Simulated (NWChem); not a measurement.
System: SiH$_{2}$Br$_{2}$; SMILES Br[SiH2]Br

The following NWChem deck was run.

```
start job
memory heap 200 mb stack 900 mb global 1100 mb
geometry units angstroms noautoz
  Si     0.000000     0.000000    -0.994711
  Br    -1.825583     0.000000     0.261197
  Br     1.825583     0.000000     0.261197
  H      0.000000     1.232612    -1.821612
  H      0.000000    -1.232612    -1.821612
end
basis spherical
  * library aug-cc-pvtz
end
dft
  xc b3lyp
  iterations 150
  semidirect filesize 400000000
  mulliken
end
task dft energy
```

Structure relaxed at the PBE0/def2-SVP level.

Task: What results follow from this input? (B3LYP/aug-cc-pVTZ.) Quantities: basis functions; energy (Ha); highest occupied level (eV); orbital gap (eV); dipole (D).

Result: 
```yaml
number_of_basis_functions: 214
energy (Ha): -5439.28
highest occupied level (eV): -8.39
orbital gap (eV): 7.26
dipole (D): 1.11
```
